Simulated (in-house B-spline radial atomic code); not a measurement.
S⁺. Computed with a B-spline radial atomic code. Model: non-relativistic spherical atom: semilocal Troullier-Martins pseudo-atom, one channel per l, against all electrons, high spin, G0W0 and RPA with empty states to l = 8, local potential for every l without a channel, a model core (radius 0 = none) keeps its share of the functional.

What the tables leave out is listed at the end.

The pseudopotential gives back the lowest level of each angular momentum of its own functional in the configuration it was made in; a second state of the same l is only approximately right. Exact exchange, RPA and GW see the smooth pseudo-orbitals and miss the exchange with the core, for which the functional's share stands in. The column with an uncorrelated core keeps all orbitals and exact exchange, and so separates missing core correlation from pseudisation. Only the three outermost levels and the lowest empty one were computed. RPA here is direct RPA, with no exchange kernel, and its energies carry an (l + 1/2)⁻⁴ tail. A hybrid on a potential with a model core restores only its own semilocal share of the core's exchange.

Command:
```bash
python run_psgw.py task.json out
```
Settings (lengths in bohr, energies in hartree):
```
Z                      16
electrons              15
configuration          [Ne] 3s2 3p3
generated_in           [Ne] 3s2 3p4
functional             pbe,pbe
core_shells            1
radius_factor          1.15
core_correction        False
```

Run time, properties included: 24 s on 1 thread of Arm Neoverse N1 (shared host).

Given: made with PBE; model core radius 0 bohr; local radius 0.467 bohr; mean-field start PBE.

Valence shells of the generating configuration: 2s, 2p, 3s, 3p.

Channel: s 0.449, p 0.567 (radii in bohr).

Computed: largest level miss in the spin-unpolarised generating configuration 0.154 eV; valence RPA correlation energy all-electron orbitals -0.75195 hartree; all-electron RPA polarisability, core included 9.4965 bohr³; pseudo-atom RPA polarisability 9.7262 bohr³.

```tsv
level	occupied	mean-field all-electron (eV)	mean-field pseudo minus all (eV)	G0W0 all-electron (eV)	G0W0 uncorrelated core minus all (eV)	G0W0 pseudo minus all (eV)	exchange self-energy all-electron (eV)	exchange self-energy pseudo (eV)
3p up	1	-17.921	0.258	-23.153	0.006	0.349	-21.117	-20.581
3s down	1	-25.258	-0.034	-30.584	0.003	-0.122	-18.105	-17.805
3p down (empty)	0	-14.658	0.253	-10.827	0.006	0.253	-5.1327	-4.7505
```

Problem. What is the valence RPA correlation energy pseudo?

Solution. -0.72745 hartree.

Given: mean-field start PBE0.

Computed: valence RPA correlation energy all-electron orbitals -0.71865 hartree; valence RPA correlation energy pseudo -0.69528 hartree; pseudo-atom RPA polarisability 8.6517 bohr³.

```tsv
level	occupied	mean-field all-electron (eV)	mean-field pseudo minus all (eV)	G0W0 all-electron (eV)	G0W0 uncorrelated core minus all (eV)	G0W0 pseudo minus all (eV)	exchange self-energy all-electron (eV)	exchange self-energy pseudo (eV)
3p up	1	-19.491	0.286	-23.392	0.006	0.355	-21.088	-20.561
3s down	1	-26.604	-0.072	-30.664	0.003	-0.136	-17.964	-17.685
3p down (empty)	0	-13.32	0.244	-10.602	0.005	0.248	-4.8764	-4.528
```

Problem. What is the all-electron RPA polarisability, core included?

Solution. 8.4487 bohr³.

Given: mean-field start Hartree-Fock.

Computed: valence RPA correlation energy all-electron orbitals -0.6419 hartree; valence RPA correlation energy pseudo -0.62132 hartree; pseudo-atom RPA polarisability 6.7811 bohr³.

| level | occupied | mean-field all-electron (eV) | mean-field pseudo minus all (eV) | G0W0 all-electron (eV) | G0W0 uncorrelated core minus all (eV) | G0W0 pseudo minus all (eV) | exchange self-energy all-electron (eV) | exchange self-energy pseudo (eV) |
| --- | --- | --- | --- | --- | --- | --- | --- | --- |
| 3p up | 1 | -23.468 | 0.37 | -23.789 | 0.005 | 0.369 | -20.88 | -20.37 |
| 3s down | ? | ? | ? | ? | ? | ? | ? | ? |
| 3s up | 1 | -38.434 | -0.137 | -35.748 | 0.002 | -0.09 | -27.084 | -26.744 |
| 3p down (empty) | 0 | -8.3481 | 0.208 | -10.146 | 0.004 | 0.237 | -3.8857 | -3.6273 |

Problem. What belongs in the row 3s down?

Solution. occupied: 1; mean-field all-electron (eV): -29.051; mean-field pseudo minus all (eV): -0.202; G0W0 all-electron (eV): -30.671; G0W0 uncorrelated core minus all (eV): 0.003; G0W0 pseudo minus all (eV): -0.171; exchange self-energy all-electron (eV): -17.471; exchange self-energy pseudo (eV): -17.268.

Problem. What is the all-electron RPA polarisability, core included?

Solution. 6.6225 bohr³.

Among the listed levels the largest G0W0 shift of the pseudo-atom is +0.37 eV, for 3p up on the Hartree-Fock start, while leaving the core uncorrelated moves that level by +0.01 eV. So pseudisation and the lost core exchange, not the missing core correlation, make the error. Not in the tables (levels of low weight, unsolved or above zero; the highest and the empty levels are kept at any weight): on PBE the G0W0 levels 3s up (pseudo minus all +0.28 eV, weights 0.24 and 0.26); on PBE0 the G0W0 levels 3s up (pseudo minus all -0.06 eV, weights 0.39 and 0.39).
